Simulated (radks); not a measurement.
Q: All-electron atom: Hf in [Xe] 4f14 5d2 6s2 (the NIST ground configuration). Calculated with a radial shooting solver on a logarithmic mesh with Libxc functionals: scalar-relativistic Kohn-Sham, LDA (Slater exchange, VWN5 correlation), spin-unpolarised, spherical densities, finite nucleus; Fermi nuclear charge, rms radius 5.347 fm. Some entries of the table are withheld. Estimate them.

orbital,occ.,eigenvalue (eV),<r^2> (bohr^2),<r> (bohr)
1s,2,-65209.21,0.0004958,0.01900
2s,2,-11153.89,0.007651,0.08043
2p,6,-9800.410,(1),0.07174
3s,2,-2540.911,0.04987,0.2089
3p,6,-2136.382,0.05047,0.2087
3d,10,-1655.899,0.04190,0.1890
4s,2,-511.2048,0.2480,0.4685
4p,6,-378.3683,(2),0.4979
4d,10,-206.4767,0.3327,0.5354
5s,2,-67.1520,1.449,1.135
5p,6,-35.7218,(3),1.343
4f,14,-17.0424,0.5954,0.6772
6s,2,-5.2582,13.39,3.425
5d,2,-2.8722,7.770,2.491
6p,0,-1.4637,29.43,5.031
7s,0,(4),232.8,13.64

A: 
(1) 2p <r^2> (bohr^2): 0.006288
(2) 4p <r^2> (bohr^2): 0.2822
(3) 5p <r^2> (bohr^2): 2.054
(4) 7s eigenvalue (eV): -0.0877
